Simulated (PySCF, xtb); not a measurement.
SbI3, SMILES [I][Sb]([I])[I].

Harmonic wavenumbers (cm⁻¹) from GFN2-xTB run with xtb at its own minimum, in rising order: 55, 55, 74, 202, 205, 205.

Problem. What does PBE-D3(BJ)/def2-SVP (PySCF) give at its own minimum? (Estimate from the structure and the level; the computed values follow.)

Solution. 51, 51, 69, 187, 189, 189. Paired by order, the mean absolute difference is 10 cm⁻¹ and the zero-point energies are 1.1 and 1.0 kcal/mol.
